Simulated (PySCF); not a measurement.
A mixed set of molecules.

All values: PBE0/def2-SVPD (PySCF) at GFN2-xTB geometries, gas phase, one conformer each. Core orbitals are frozen in the response; Δα² is half the sum of the squared differences of the principal polarisabilities.

(1) Rank by HOMO–LUMO gap, lowest first.
A. `N#C[C@@]12C=CC[C@@H]1C2`
B. `C[Si@@H](F)C[SiH2]F`
C. `N#C[C@@]12[C@@H]3[C@H]2C[C@H]1C3`
D. `C#CCC#C/C=N\C`

(2) Rank by HOMO energy, lowest first.
A. `N#C[C@@]12C=CC[C@@H]1C2`
B. `N#C[C@@]12[C@H]3C[C@@H]1[C@@H]2C3`
C. `C[Si@@H](F)C[SiH2]F`

(3) Rank by dipole moment, lowest first.
A. `C#CCC#C/C=N\C`
B. `N#C[C@@]12C=CC[C@@H]1C2`
C. `[CH3:1][Si@@H:2]([F:3])[CH2:4][SiH2:5][F:6]` with C1–Si2–C4–Si5 70°, Si2–C4–Si5–F6 -54°

## Answers

(1) D (6.18 eV), A (7.04 eV), C (7.86 eV), B (8.76 eV).

(2) C (-8.87 eV), B (-7.62 eV), A (-7.37 eV).

(3) C (1.16 D), A (2.33 D), B (4.65 D).

All values together:

```tsv
SMILES	formula	μ (D)	HOMO (eV)	LUMO (eV)	α (Å³)	Δα (Å³)	electrons	α per electron (Å³)
C[Si@@H](F)C[SiH2]F	C2H8F2Si2	1.16	-8.87	-0.11	10.96	2.32	66	0.166
N#C[C@@]12[C@H]3C[C@@H]1[C@@H]2C3	C7H7N	4.63	-7.62	0.24	11.31	4.26	56	0.202
N#C[C@@]12C=CC[C@@H]1C2	C7H7N	4.65	-7.37	-0.34	11.52	4.81	56	0.206
C#CCC#C/C=N\C	C7H7N	2.33	-7.36	-1.18	13.59	10.48	56	0.243
```

Conformers: `[CH3:1][Si@@H:2]([F:3])[CH2:4][SiH2:5][F:6]` with C1–Si2–C4–Si5 70°, Si2–C4–Si5–F6 -54°.
